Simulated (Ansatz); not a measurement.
The pair A = C2H4 (SMILES C=C) (first 6 atoms), B = CH4O (SMILES CO); geometry from B3LYP-D3(BJ)/def2-TZVP.
(charge 0, multiplicity 1):
```xyz
12

C      0.595    -0.267    -0.049
C     -0.646     0.202    -0.044
H      0.819    -1.282    -0.351
H      1.436     0.348     0.248
H     -0.870     1.219     0.256
H     -1.488    -0.411    -0.343
C      0.153     0.400     3.734
O     -0.312    -0.810     3.163
H      1.190     0.621     3.453
H      0.112     0.283     4.817
H     -0.473     1.257     3.458
H     -0.280    -0.721     2.202
```

Frozen-core correlation. MP2 and its Hartree–Fock in aug-cc-pVTZ are density fitted.

Run with Ansatz (a first-principles code). Values without a source in brackets are computed.

The counterpoise-corrected interaction energy is E(AB) − E(A in the pair's basis) − E(B in the pair's basis). Total energies (hartree):

```csv
level,AB,A in the pair's basis,B in the pair's basis
HF/aug-cc-pVDZ,-193.1060528,-78.0440538,-115.0615368
MP2/aug-cc-pVDZ,-193.7556704,-78.3293904,-115.4223405
HF/aug-cc-pVTZ,-193.1573500,-78.0649196,-115.0918888
MP2/aug-cc-pVTZ,-193.9387515,-78.4049066,-115.5292084
CCSD(T)/aug-cc-pVDZ,-193.8293880,-78.3696972,-115.4561651
```

Q: Work out the counterpoise-corrected interaction energy at the basis-set limit: extrapolate the MP2 correlation part as X⁻³, take Hartree–Fock from the larger set, and add the CCSD(T) − MP2 difference of aug-cc-pVDZ.

A: 
1. Differences (1 hartree = 627.509 kcal/mol): HF/aug-cc-pVDZ -0.290; MP2/aug-cc-pVDZ -2.472; HF/aug-cc-pVTZ -0.340; MP2/aug-cc-pVTZ -2.909; CCSD(T)/aug-cc-pVDZ -2.212.
2. Correlation parts, MP2 less HF: -2.182 in aug-cc-pVDZ (X = 2), -2.570 in aug-cc-pVTZ (X = 3).
3. Limit (3³·(-2.570) − 2³·(-2.182))/(3³ − 2³) = -2.733; with HF/aug-cc-pVTZ it gives -3.073.
4. CCSD(T) less MP2 in aug-cc-pVDZ: 0.260.
Result: -2.81 kcal/mol, against -2.47 at MP2/aug-cc-pVDZ. It is an estimate of this method's limit, not of the exact value.
